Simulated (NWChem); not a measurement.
System: C2H4O3Si; SMILES O=C1OC([SiH3])O1

Input file for NWChem:

```
start job
memory heap 200 mb stack 900 mb global 1100 mb
geometry units angstroms noautoz
  O      0.489769     2.522063     0.000000
  C      0.031207     1.438864     0.000000
  O     -0.320878     0.597640    -1.010624
  C     -0.703752    -0.341264     0.000000
  Si     0.343367    -1.948649     0.000000
  O     -0.320878     0.597640     1.010624
  H     -1.796594    -0.496770     0.000000
  H     -0.005130    -2.725288     1.222999
  H      1.777041    -1.549515     0.000000
  H     -0.005130    -2.725288    -1.222999
end
basis spherical
  O library 3-21g
  C library 3-21g
  Si library 3-21g
  H library 3-21g
end
dft
  xc xpbe96 cpbe96
  iterations 150
  mulliken
end
task dft energy
```

All runs use the structure optimised with PBE0/def2-SVP.

Task: Predict the main results of this run. (PBE/3-21G.) Quantities: basis functions; energy (Ha); highest occupied level (eV); orbital gap (eV); dipole (D).

Result: number of basis functions: 66
energy (Ha): -590.03
highest occupied level (eV): -6.81
orbital gap (eV): 6.53
dipole (D): 3.63
